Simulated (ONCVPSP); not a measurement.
How hard is this beryllium (Be) ONCV potential?

ONCVPSP 4.0.1 input, shortened (lines: element, Z, core and valence counts, functional; n l f; lmax; l rc ep ncon nbas qcut; lloc lpopt rc5 dvloc0; l nproj debl; icmod fcfact rcfact), PBE, scalar-relativistic:

```
  Be 4.00    0    2        4      upf
    1    0    2.00
    2    0    2.00
    2
    0    0.80    0.00    4    7   13.80
    1    0.85    0.26    4    8   10.20
    2    0.80    0.03    3    7   10.60
    2    5    0.80    0.00
    0    3    3.40
    1    2    2.40
    2    0    1.40
    0    0.00    0.00
```

Task: For each optimised wave give the share of its norm inside rc, the residual kinetic energy above qcut (Ha) and the cutoffs (Ha) for errors of 10, 1, 0.1 and 0.01 mHa per electron.

Result:

| wave | norm inside rc | residual KE | 10 mHa | 1 mHa | 0.1 mHa | 0.01 mHa |
| --- | --- | --- | --- | --- | --- | --- |
| 1s | 0.919 | 4.5e-05 | 63.1 | 78.1 | 90.3 | 182.2 |
| 2s | 0.022 | 1.1e-05 | 40.6 | 63.8 | 81.5 | 96.2 |
| s projector 3 | 0.055 | 7.8e-05 | 54.9 | 77.0 | 93.9 | 135.1 |
| p projector 1 | 0.094 | 5.1e-05 | 15.0 | 29.3 | 46.1 | 145.6 |
| p projector 2 | 0.074 | 7.1e-05 | 19.0 | 34.8 | 50.0 | 94.4 |
| d projector 1 | 0.000 | 5.2e-08 | 0.0 | 0.2 | 0.7 | 1.9 |

The occupied waves need 78 Ha and 90 Ha for 1 and 0.1 mHa. Rows with under 1 % of the norm inside rc give no meaningful cutoff. Its largest configuration-test error is +1167 meV.
